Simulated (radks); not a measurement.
The numbers below are computed, except where a source is named.
Spherical quantum dot in the effective-mass picture: electrons in a parabolic well V = omega^2 r^2 / 2 with omega = 0.596, all in effective atomic units (hartree* = m*/eps^2 hartree, bohr* = eps/m* bohr), one dielectric constant everywhere. Level of theory: non-relativistic Kohn-Sham, PBE, spin-polarised, spherical densities (a radial shooting solver with Libxc functionals). Levels are named by radial order and angular momentum (1s, 1p, 1d, 2s, ...), and open shells are averaged over m. Results are scaled to m* = 0.042 and eps = 11.6, for which hartree* = 8.493 meV and bohr* = 14.62 nm. Each electron was tried in the lowest free levels, single moves between levels near the top were tried too, and the lowest total energy was kept; such a search can miss a lower state. The series stops at N = 18: beyond it a trial failed or the search could not be trusted, so later rows were left out. At N = 1 the Hartree and exchange-correlation terms need not cancel, so that row can carry a self-interaction error.

\begin{tabular}{lrrrrr}
N & open shells & 2S & E (meV) & mu = E(N) - E(N-1) (meV) & addition energy mu(N+1) - mu(N) (meV) \\ \hline
1 & 1s(up 1, down 0) & 1 & 7.62330 & 7.6233 & 4.708 \\
2 & none & 0 & 19.9548 & 12.332 & 7.436 \\
3 & 1p(up 1, down 0) & 1 & 39.7222 & 19.767 & 2.963 \\
4 & 1p(up 2, down 0) & 2 & 62.4529 & 22.731 & 2.984 \\
5 & 1p(up 3, down 0) & 3 & 88.1681 & 25.715 & 3.747 \\
6 & 1p(up 3, down 1) & 2 & 117.630 & 29.462 & 2.642 \\
7 & 1p(up 3, down 2) & 1 & 149.734 & 32.104 & 2.671 \\
8 & none & 0 & 184.509 & 34.775 & 5.787 \\
9 & 1d(up 1, down 0) & 1 & 225.070 & 40.561 & 2.363 \\
10 & 1d(up 2, down 0) & 2 & 267.994 & 42.924 & 2.350 \\
11 & 1d(up 3, down 0) & 3 & 313.269 & 45.274 & 2.328 \\
12 & 1d(up 4, down 0) & 4 & 360.871 & 47.603 & 2.302 \\
13 & 1d(up 5, down 0) & 5 & 410.776 & 49.905 & 2.910 \\
14 & 1d(up 5, down 1) & 4 & 463.590 & 52.814 & 2.154 \\
15 & 1d(up 5, down 2) & 3 & 518.559 & 54.968 & 2.149 \\
16 & 1d(up 5, down 3) & 2 & 575.676 & 57.117 & 2.136 \\
17 & 1d(up 5, down 4) & 1 & 634.929 & 59.253 & 2.119 \\
18 & none & 0 & 696.301 & 61.372 & - \\
\end{tabular}

All shells are closed at N = 2, 8, 18 (there: 1s2 1p6 1d10); the second difference of the energy has clear peaks (12 % above both neighbours; the first and last values, which can be the largest, are not judged, and half-filled shells can peak too) at N = 2, 5, 8, 13.
